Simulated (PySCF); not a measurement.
C3H9N, charge +1, sextet, geometry from GFN2-xTB of the parent state (a state made from the parent by changing its charge; the spin is typed, not shown lowest); M062X/def2-SV(P) run with PySCF.

The PySCF input:
```python
from pyscf import gto, scf, dft

mol = gto.Mole()
mol.atom = '''
    C    -0.586976    1.209356    0.590904
    C    -0.008740    0.088029   -0.263518
    C     1.438712   -0.293058    0.021830
    N    -0.855916   -1.003974   -0.396140
    H     0.044677    2.091622    0.547727
    H    -0.641650    0.874418    1.627980
    H    -1.592098    1.487150    0.279473
    H     0.061085    0.567211   -1.280054
    H     1.813157   -1.038464   -0.677162
    H     1.503866   -0.716871    1.025242
    H     2.083351    0.579576   -0.024996
    H    -0.491597   -1.924164   -0.600700
    H    -1.847355   -0.918624   -0.219828
'''
mol.basis = 'def2-sv(p)'
mol.charge = 1
mol.spin = 5
mol.verbose = 4
mol.build()

mf = dft.UKS(mol)
mf.xc = 'm062x'
mf.kernel()
mf.analyze()
```

Output, abridged:

```
PySCF version 2.14.0

[INPUT] verbose = 4
[INPUT] num. atoms = 13
[INPUT] num. electrons = 33
[INPUT] charge = 1
[INPUT] spin (= nelec alpha-beta = 2S) = 5
[INPUT] symmetry False subgroup None
[INPUT] Mole.unit = angstrom
[INPUT] Symbol           X                Y                Z      unit          X                Y                Z       unit  Magmom
[INPUT]  1 C     -0.586976000000   1.209356000000   0.590904000000 AA   -1.109223881693   2.285351627100   1.116646725910 Bohr   0.0
[INPUT]  2 C     -0.008740000000   0.088029000000  -0.263518000000 AA   -0.016516206329   0.166350701019  -0.497976848893 Bohr   0.0
[INPUT]  3 C      1.438712000000  -0.293058000000   0.021830000000 AA    2.718771652125  -0.553799358613   0.041252721299 Bohr   0.0
[INPUT]  4 N     -0.855916000000  -1.003974000000  -0.396140000000 AA   -1.617446825633  -1.897235896184  -0.748596106985 Bohr   0.0
[INPUT]  5 H      0.044677000000   2.091622000000   0.547727000000 AA    0.084427294067   3.952592736115   1.035054021030 Bohr   0.0
[INPUT]  6 H     -0.641650000000   0.874418000000   1.627980000000 AA   -1.212542767827   1.652410538390   3.076436336269 Bohr   0.0
[INPUT]  7 H     -1.592098000000   1.487150000000   0.279473000000 AA   -3.008629183468   2.810306206147   0.528127429211 Bohr   0.0
[INPUT]  8 H      0.061085000000   0.567211000000  -1.280054000000 AA    0.115433920319   1.071873444841  -2.418951484654 Bohr   0.0
[INPUT]  9 H      1.813157000000  -1.038464000000  -0.677162000000 AA    3.426370150838  -1.962412550220  -1.279650721963 Bohr   0.0
[INPUT] 10 H      1.503866000000  -0.716871000000   1.025242000000 AA    2.841894868045  -1.354689856643   1.937426591401 Bohr   0.0
[INPUT] 11 H      2.083351000000   0.579576000000  -0.024996000000 AA    3.936962811339   1.095239908371  -0.047235594210 Bohr   0.0
[INPUT] 12 H     -0.491597000000  -1.924164000000  -0.600700000000 AA   -0.928983693658  -3.636142978748  -1.135158483026 Bohr   0.0
[INPUT] 13 H     -1.847355000000  -0.918624000000  -0.219828000000 AA   -3.490995004846  -1.735947771452  -0.415414714511 Bohr   0.0

nuclear repulsion = 136.286478879799
number of shells = 42
number of NR pGTOs = 132
number of NR cGTOs = 74
basis = def2-sv(p)
ecp = {}

******** <class 'pyscf.dft.uks.UKS'> ********
method = UKS
initial guess = minao
damping factor = 0
level_shift factor = 0
DIIS = <class 'pyscf.scf.diis.CDIIS'>
diis_start_cycle = 1
diis_space = 8
diis_damp = 0
SCF conv_tol = 1e-09
SCF conv_tol_grad = None
SCF max_cycles = 50
direct_scf = True
direct_scf_tol = 1e-13
number electrons alpha = 19  beta = 14
XC library pyscf.dft.libxc version 7.1.2
    S. Lehtola, C. Steigemann, M. J. T. Oliveira, and M. A. L. Marques,  SoftwareX 7, 1–5 (2018)
XC functionals = m062x
    Y. Zhao and D. G. Truhlar,  Theor. Chem. Acc. 120, 215 (2008)
    Y. Zhao and D. G. Truhlar,  Theor. Chem. Acc. 120, 215 (2008)
radial grids:
    Treutler-Ahlrichs [JCP 102, 346 (1995); DOI:10.1063/1.469408] (M4) radial grids

becke partition: Becke, JCP 88, 2547 (1988); DOI:10.1063/1.454033
pruning grids: <function nwchem_prune>
grids dens level: 3
symmetrized grids: False
atomic radii adjust function: <function treutler_atomic_radii_adjust>
small_rho_cutoff = 0
Set gradient conv threshold to 3.16228e-05
tot grids = 144528
init E= -174.669110969498

cycle= 1 E= -172.964933277333  delta_E=  1.7  |g|= 0.426  |ddm|= 9.45

cycle= 2 E= -172.926522436242  delta_E= 0.0384  |g|= 0.572  |ddm|= 5.57

cycle= 3 E= -173.093114017112  delta_E= -0.167  |g|= 0.0708  |ddm|=  2.3

cycle= 4 E= -173.098936604802  delta_E= -0.00582  |g|= 0.0423  |ddm|= 1.22

cycle= 5 E= -173.102268033047  delta_E= -0.00333  |g|= 0.0162  |ddm|= 0.672

cycle= 6 E= -173.104513335621  delta_E= -0.00225  |g|= 0.0102  |ddm|= 0.85

cycle= 7 E= -173.105561181135  delta_E= -0.00105  |g|= 0.00625  |ddm|= 0.712

cycle= 8 E= -173.105771516125  delta_E= -0.00021  |g|= 0.00312  |ddm|= 0.297

cycle= 9 E= -173.105829175574  delta_E= -5.77e-05  |g|= 0.00193  |ddm|= 0.134

cycle= 10 E= -173.105860123105  delta_E= -3.09e-05  |g|= 0.00129  |ddm|= 0.094

cycle= 11 E= -173.105880281419  delta_E= -2.02e-05  |g|= 0.000916  |ddm|= 0.0519

cycle= 12 E= -173.105888114522  delta_E= -7.83e-06  |g|= 0.000713  |ddm|= 0.0169

cycle= 13 E= -173.105893450141  delta_E= -5.34e-06  |g|= 0.000327  |ddm|= 0.0138

cycle= 14 E= -173.105895126979  delta_E= -1.68e-06  |g|= 0.000171  |ddm|= 0.0116

cycle= 15 E= -173.105895376581  delta_E= -2.5e-07  |g|= 9.14e-05  |ddm|= 0.00477

cycle= 16 E= -173.105895413045  delta_E= -3.65e-08  |g|= 4.49e-05  |ddm|= 0.00479

cycle= 17 E= -173.105895427609  delta_E= -1.46e-08  |g|= 2.45e-05  |ddm|= 0.00151

cycle= 18 E= -173.105895430596  delta_E= -2.99e-09  |g|= 1.29e-05  |ddm|= 0.000814

cycle= 19 E= -173.105895431838  delta_E= -1.24e-09  |g|= 6.79e-06  |ddm|= 0.000625

cycle= 20 E= -173.105895432182  delta_E= -3.44e-10  |g|= 4.44e-06  |ddm|= 0.000229

Extra cycle  E= -173.105895432269  delta_E= -8.76e-11  |g|= 3.24e-06  |ddm|= 6.99e-05
converged SCF energy = -173.105895432269  <S^2> = 8.7573246  2S+1 = 6.002441
**** SCF Summaries ****
Total Energy =                        -173.105895432269392
Nuclear Repulsion Energy =             136.286478879799290
One-electron Energy =                 -491.369467172418240
Two-electron Energy =                  181.977092860349586
Two-electron Coulomb Energy =          207.875723707439903
DFT Exchange-Correlation Energy =      -25.898630847090306
**** MO energy ****
                             alpha | beta                alpha | beta
MO #1   energy= -15.1040938073143  | -15.0814922825909  occ= 1 | 1
MO #2   energy= -10.9368793876923  | -10.9255058036787  occ= 1 | 1
MO #3   energy= -10.8761592252366  | -10.8725247939227  occ= 1 | 1
MO #4   energy= -10.8761422141978  | -10.87251612278    occ= 1 | 1
MO #5   energy= -1.37866485862173  | -1.30214834763349  occ= 1 | 1
MO #6   energy= -1.19608131884696  | -1.13596974581391  occ= 1 | 1
MO #7   energy= -1.11904435449563  | -1.07165073324313  occ= 1 | 1
MO #8   energy= -1.00932463185759  | -0.942792355995769 occ= 1 | 1
MO #9   energy= -0.915683476628778 | -0.869720439530267 occ= 1 | 1
MO #10  energy= -0.91117461045297  | -0.83217363001935  occ= 1 | 1
MO #11  energy= -0.877361730135107 | -0.792197726432228 occ= 1 | 1
MO #12  energy= -0.792689085189399 | -0.743127048084411 occ= 1 | 1
MO #13  energy= -0.774296470146558 | -0.741449098238565 occ= 1 | 1
MO #14  energy= -0.764981122235281 | -0.734722737547809 occ= 1 | 1
MO #15  energy= -0.759308232089702 | -0.552520358700786 occ= 1 | 0
MO #16  energy= -0.75432975717489  | -0.521651673237634 occ= 1 | 0
MO #17  energy= -0.670958753089609 | -0.327469909674795 occ= 1 | 0
MO #18  energy= -0.27755030201408  | -0.156727088119053 occ= 1 | 0
MO #19  energy= -0.246482134198923 | -0.101924103239782 occ= 1 | 0
MO #20  energy= -0.114640335733754 | -0.0978919052010014 occ= 0 | 0
MO #21  energy= -0.104932882460766 | -0.0925689687133602 occ= 0 | 0
MO #22  energy= -0.0873323602151199 | -0.0776950601816138 occ= 0 | 0
MO #23  energy= -0.0764731919605302 | -0.069794150431032 occ= 0 | 0
MO #24  energy= -0.0609957827222054 | -0.0541446359192848 occ= 0 | 0
MO #25  energy= -0.0482686453037733 | -0.0383982598325194 occ= 0 | 0
MO #26  energy= -0.030016865734205 | -0.0207140330836663 occ= 0 | 0
MO #27  energy= -0.0129317723362843 | -0.0198465708359871 occ= 0 | 0

To work with the spin densities directly, `use mulliken_meta_spin()` only printing them here.

 ** Mulliken spin pop alpha/beta on meta-lowdin orthogonal AOs **
 ** Mulliken Spin Density (per AO)  **
spin_pop of  0 C 1s        0.00000
spin_pop of  0 C 2s        0.01960
spin_pop of  0 C 3s        0.00078
spin_pop of  0 C 2px       0.16115
spin_pop of  0 C 2py       0.10062
spin_pop of  0 C 2pz       0.10855
spin_pop of  0 C 3px       0.00257
spin_pop of  0 C 3py       0.00831
spin_pop of  0 C 3pz       0.00481
spin_pop of  0 C 3dxy      0.00118
spin_pop of  0 C 3dyz      0.00098
spin_pop of  0 C 3dz^2     0.00083
spin_pop of  0 C 3dxz      0.00048
spin_pop of  0 C 3dx2-y2    0.00074
spin_pop of  1 C 1s        0.00000
spin_pop of  1 C 2s        0.03749
spin_pop of  1 C 3s        0.00132
spin_pop of  1 C 2px       0.18211
spin_pop of  1 C 2py       0.15464
spin_pop of  1 C 2pz       0.49032
spin_pop of  1 C 3px       0.00295
spin_pop of  1 C 3py       0.00427
spin_pop of  1 C 3pz       0.00807
spin_pop of  1 C 3dxy      0.00053
spin_pop of  1 C 3dyz      0.00161
spin_pop of  1 C 3dz^2     0.00101
spin_pop of  1 C 3dxz      0.00065
spin_pop of  1 C 3dx2-y2    0.00047
spin_pop of  2 C 1s        0.00000
spin_pop of  2 C 2s        0.01955
spin_pop of  2 C 3s        0.00078
spin_pop of  2 C 2px       0.18383
spin_pop of  2 C 2py       0.10605
spin_pop of  2 C 2pz       0.08036
spin_pop of  2 C 3px       0.00944
spin_pop of  2 C 3py       0.00343
spin_pop of  2 C 3pz       0.00282
spin_pop of  2 C 3dxy      0.00080
spin_pop of  2 C 3dyz      0.00071
spin_pop of  2 C 3dz^2     0.00059
spin_pop of  2 C 3dxz      0.00147
spin_pop of  2 C 3dx2-y2    0.00064
spin_pop of  3 N 1s        0.00000
spin_pop of  3 N 2s        0.21557
spin_pop of  3 N 3s        0.00945
spin_pop of  3 N 2px       0.04938
spin_pop of  3 N 2py       0.05704
spin_pop of  3 N 2pz       0.91464
spin_pop of  3 N 3px       0.00166
spin_pop of  3 N 3py       0.00210
spin_pop of  3 N 3pz       0.00476
spin_pop of  3 N 3dxy     -0.00007
spin_pop of  3 N 3dyz      0.00030
spin_pop of  3 N 3dz^2    -0.00046
spin_pop of  3 N 3dxz      0.00030
spin_pop of  3 N 3dx2-y2    0.00002
spin_pop of  4 H 1s        0.02683
spin_pop of  4 H 2s        0.01352
spin_pop of  5 H 1s        0.08077
spin_pop of  5 H 2s        0.00798
spin_pop of  6 H 1s        0.12776
spin_pop of  6 H 2s        0.01787
spin_pop of  7 H 1s        0.67727
spin_pop of  7 H 2s        0.20984
spin_pop of  8 H 1s        0.12768
spin_pop of  8 H 2s        0.01788
spin_pop of  9 H 1s        0.08080
spin_pop of  9 H 2s        0.00799
spin_pop of  10 H 1s        0.02681
spin_pop of  10 H 2s        0.01350
spin_pop of  11 H 1s        0.20498
spin_pop of  11 H 2s        0.09621
spin_pop of  12 H 1s        0.20494
spin_pop of  12 H 2s        0.09620
 ** Mulliken Spin Density (per atom)  **
spin density of  0 C =      0.41059
spin density of  1 C =      0.88544
spin density of  2 C =      0.41046
spin density of  3 N =      1.25467
spin density of  4 H =      0.04036
spin density of  5 H =      0.08875
spin density of  6 H =      0.14563
spin density of  7 H =      0.88711
spin density of  8 H =      0.14556
spin density of  9 H =      0.08879
spin density of  10 H =      0.04031
spin density of  11 H =      0.30119
spin density of  12 H =      0.30114
 ** Mulliken pop alpha/beta on meta-lowdin orthogonal AOs **
 ** Mulliken pop       alpha | beta **
In total            19.00000 | 14.00000
 ** Mulliken atomic charges   ( Nelec_alpha | Nelec_beta ) **
charge of  0C =     -0.15419  (     3.28239      2.87180 )
charge of  1C =      0.16898  (     3.35823      2.47279 )
charge of  2C =     -0.15417  (     3.28232      2.87185 )
charge of  3N =     -0.01025  (     4.13246      2.87779 )
charge of  4H =      0.15838  (     0.44099      0.40063 )
charge of  5H =      0.22315  (     0.43280      0.34405 )
charge of  6H =      0.24116  (     0.45223      0.30660 )
charge of  7H =     -0.17029  (     1.02870      0.14159 )
charge of  8H =      0.24113  (     0.45222      0.30665 )
charge of  9H =      0.22316  (     0.43282      0.34402 )
charge of  10H =      0.15841  (     0.44095      0.40064 )
charge of  11H =      0.03727  (     0.63196      0.33077 )
charge of  12H =      0.03726  (     0.63194      0.33080 )

WARN: System has nonzero charge 1; the dipole moment is origin-dependent.
Location of origin: [0. 0. 0.]

Dipole moment(X, Y, Z, Debye):  2.13249,  1.21524,  4.38219
```
